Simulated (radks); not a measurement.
Effect of the nuclear size on the europium ion Eu2+, [Xe] 4f7. Calculated with a radial shooting solver on a logarithmic mesh with Libxc functionals: Dirac Kohn-Sham, relativistic LDA (MacDonald-Vosko exchange, VWN5 correlation), spin-unpolarised, spherical densities, finite nucleus; open shells are shared between the two j in proportion to 2j + 1; Fermi nuclear charge, rms radius 5.1115 fm. The rms radius is varied about that value; shifts are against it.

[
 {"rms radius (fm)": "4.5339", "total energy shift (eV)": "-3.95", "density at nucleus (e/bohr^3)": "5.888e+05", "1s1/2 shift (meV)": "-1620", "2s1/2 shift (meV)": "-207", "4p1/2 shift (meV)": "0.215", "5s1/2 shift (meV)": "-1.69", "5p1/2 shift (meV)": "0.055", "4f7/2 shift (meV)": "0.187", "6s1/2 (empty) shift (meV)": "-0.267"},
 {"rms radius (fm)": "4.6975", "total energy shift (eV)": "-2.87", "density at nucleus (e/bohr^3)": "5.836e+05", "1s1/2 shift (meV)": "-1180", "2s1/2 shift (meV)": "-151", "4p1/2 shift (meV)": "0.156", "5s1/2 shift (meV)": "-1.23", "5p1/2 shift (meV)": "0.040", "4f7/2 shift (meV)": "0.136", "6s1/2 (empty) shift (meV)": "-0.194"},
 {"rms radius (fm)": "5.1115", "total energy shift (eV)": "0", "density at nucleus (e/bohr^3)": "5.716e+05", "1s1/2 shift (meV)": "0.000", "2s1/2 shift (meV)": "0.000", "4p1/2 shift (meV)": "0.000", "5s1/2 shift (meV)": "0.000", "5p1/2 shift (meV)": "0.000", "4f7/2 shift (meV)": "0.000", "6s1/2 (empty) shift (meV)": "0.000"},
 {"rms radius (fm)": "5.3466", "total energy shift (eV)": "1.71", "density at nucleus (e/bohr^3)": "5.653e+05", "1s1/2 shift (meV)": "702", "2s1/2 shift (meV)": "89.8", "4p1/2 shift (meV)": "-0.093", "5s1/2 shift (meV)": "0.733", "5p1/2 shift (meV)": "-0.024", "4f7/2 shift (meV)": "-0.081", "6s1/2 (empty) shift (meV)": "0.116"},
 {"rms radius (fm)": "5.9907", "total energy shift (eV)": "6.69", "density at nucleus (e/bohr^3)": "5.497e+05", "1s1/2 shift (meV)": "2750", "2s1/2 shift (meV)": "351", "4p1/2 shift (meV)": "-0.363", "5s1/2 shift (meV)": "2.87", "5p1/2 shift (meV)": "-0.093", "4f7/2 shift (meV)": "-0.317", "6s1/2 (empty) shift (meV)": "0.452"}
]

Slopes of the eigenvalues against <r^2> in GHz/fm^2, as finite differences over the two radii next to the reference (eigenvalue slopes, not the field-shift constants of lines): 1s1/2 69700, 2s1/2 8910, 4p1/2 -9.24, 5s1/2 72.8, 5p1/2 -2.37, 4f7/2 -8.06, 6s1/2 (empty) 11.5.
